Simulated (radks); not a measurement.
Species: Ir+. Configuration: [Xe] 4f14 5d7 6s1 (the NIST ground configuration).

Method: scalar-relativistic Kohn-Sham, PBE, spin-polarised, spherical densities, finite nucleus; open shells are filled with parallel spins first (spin-orbit coupling, left out, can overturn this in heavy ions); Fermi nuclear charge, rms radius 5.4032 fm; computed with a radial shooting solver on a logarithmic mesh with Libxc functionals.

Energy parts (hartree):
| part | energy |
|---|---|
| total | -17823.8214 |
| kinetic | 19806.9961 |
| electron-nucleus | -44198.2463 |
| Hartree | 6913.3025 |
| exchange-correlation | -345.8737 |

Orbitals (lengths in bohr, moments of r in powers of bohr):
| orbital | occ. | eigenvalue (hartree) | <r^4> | <r> |
|---|---|---|---|---|
| 1s up | 1 | -2796.937 | 4.812e-07 | 0.01744 |
| 1s down | 1 | -2796.937 | 4.812e-07 | 0.01744 |
| 2s up | 1 | -489.5612 | 0.00007125 | 0.07362 |
| 2s down | 1 | -489.5543 | 0.00007125 | 0.07362 |
| 2p up | 3 | -425.4694 | 0.00005701 | 0.06624 |
| 2p down | 3 | -425.4637 | 0.00005701 | 0.06624 |
| 3s up | 1 | -114.7354 | 0.002592 | 0.1905 |
| 3s down | 1 | -114.7327 | 0.002592 | 0.1905 |
| 3p up | 3 | -95.98468 | 0.002822 | 0.1913 |
| 3p down | 3 | -95.98169 | 0.002822 | 0.1913 |
| 3d up | 5 | -75.31192 | 0.002173 | 0.1733 |
| 3d down | 5 | -75.30689 | 0.002173 | 0.1733 |
| 4s up | 1 | -24.71311 | 0.05919 | 0.4234 |
| 4s down | 1 | -24.70616 | 0.05918 | 0.4234 |
| 4p up | 3 | -18.56081 | 0.07902 | 0.4505 |
| 4p down | 3 | -18.55425 | 0.07897 | 0.4505 |
| 4d up | 5 | -10.99561 | 0.1121 | 0.4785 |
| 4d down | 5 | -10.98793 | 0.1118 | 0.4783 |
| 5s up | 1 | -3.92279 | 1.700 | 0.9802 |
| 5s down | 1 | -3.87084 | 1.668 | 0.9760 |
| 4f up | 7 | -2.58957 | 0.2685 | 0.5361 |
| 4f down | 7 | -2.57745 | 0.2616 | 0.5343 |
| 5p up | 3 | -2.34229 | 3.263 | 1.137 |
| 5p down | 3 | -2.27542 | 3.187 | 1.130 |
| 5d up | 5 | -0.59677 | 19.97 | 1.666 |
| 6s up | 1 | -0.52617 | 98.65 | 2.666 |
| 5d down | 2 | -0.51134 | 21.53 | 1.675 |
| 6s down | 0 | -0.45384 | 115.3 | 2.754 |

The highest occupied level is 5d down at -13.914 eV. Spin moment in Bohr magnetons: 4. The density falls to 0.001 e/bohr^3 at r = 4.07 bohr. For comparison, the ionisation energy in NIST's Atomic Spectra Database is 17.0 eV (semi-empirical). In exact Kohn-Sham theory the highest level is minus the ionisation energy, but local and semilocal functionals leave it too shallow, through self-interaction and a potential that decays too fast; potentials with the right tail come closer.
